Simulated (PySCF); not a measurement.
O$_{2}$Se, charge -1, doublet, at a GFN2-xTB geometry (a state made from the parent by changing its charge; the spin is typed, not shown lowest) (in this run its highest filled SCF level lies above zero, so its values depend strongly on the basis, on diffuse functions most of all). Base run: R2SCAN/pcseg-1 in PySCF.

Geometry (Å):
```xyz
3

O     -1.3618     0.5982     0.0351
Se     0.0159    -0.3125    -0.0262
O      1.2942     0.7299     0.0761
```
Charge -1, spin multiplicity 2.
Orbitals are unrestricted.
All else is at PySCF's defaults.

The base run was repeated with changes; each row names its change, and settings that it needs were set with it.

```csv
change,E (Eh),HOMO (eV),<S^2>,core-seconds (rough)
base,-2551.58022,2.03,0.753,5
functional = pbe0; dispersion = d3zero,-2551.21694,0.91,0.754,3
functional = b97m_v,-2551.15198,2.04,0.753,40
functional = bhandhlyp,-2551.54713,-0.46,0.757,3
functional = x3lyp,-2551.54550,1.23,0.753,3
functional = m062x,-2551.62675,-0.40,0.755,4
functional = bp86,-2551.96675,2.39,0.751,2
functional = pw6b95,-2552.90922,0.89,0.753,4
functional = revpbe,-2551.43666,2.55,0.751,3
functional = m06,-2551.51404,0.99,0.753,5
functional = blyp,-2551.71118,2.74,0.751,3
"functional = lda,vwn",-2547.23390,2.44,0.751,2
functional = m06l,-2551.54919,2.12,0.753,5
```

Total energies compare only within one method and basis.

Open shells are given as the SCF converged; they aren't shown to be the lowest states, and a large step between rows can be another state.
